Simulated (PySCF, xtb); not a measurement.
C₄H₃ClF₂, SMILES C=C(F)/C(Cl)=C\F.

GFN2-xTB run with xtb 6.7.1 at its own geometry gives an orbital gap of 3.43 eV and a dipole moment of 2.20 D.

The structure is a stationary point at B3LYP-D3(BJ)/def2-SVP. The structure was generated by enumeration; whether it is a known compound was not checked. The values are those of a single conformer.

Q: What does PBE/def2-TZVP (PySCF) give? (The exact figures need the calculation; the answer reports its results.)

A: gap 3.69 eV (levels -6.00 and -2.31 eV), dipole 1.01 D.
